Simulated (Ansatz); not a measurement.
Computed with Ansatz on PBE0-D4/def2-TZVP structures; ΔE is electronic, products minus reactants. CBS: MP2 limit from def2 TZ/QZ plus the TZ coupled-cluster correction, frozen cores. Functionals use def2-TZVPP. Elements past krypton have def2 core potentials. For Sn outer-core shells are correlated without core-valence functions, which leaves a few kJ/mol of doubt a bond. Each species was taken in one conformer, which may not be the lowest.

Consider the isomerisation: `ClC[SiH2][SnH3]` → `[SiH3][SnH2][CH2]Cl`.

```json
{"species": "`ClC[SiH2][SnH3]`", "ωB97X-V energy (Eh)": "-1006.18990"}
{"species": "`[SiH3][SnH2][CH2]Cl`", "ωB97X-V energy (Eh)": "-1006.18366"}
```

Problem. Work out ΔE.

Solution. ΔE = (-1006.18366) − (-1006.18990) = 0.00624 Eh = +16.4 kJ/mol. CCSD(T)/CBS gives +11.2 kJ/mol.

Largest T1 diagnostic among the species: 0.012.

In def2-TZVPP, CCSD(T) changes the Hartree–Fock value by −3.2 kJ/mol (the triples alone add −0.7 kJ/mol) and MP2 by −5.2 kJ/mol.
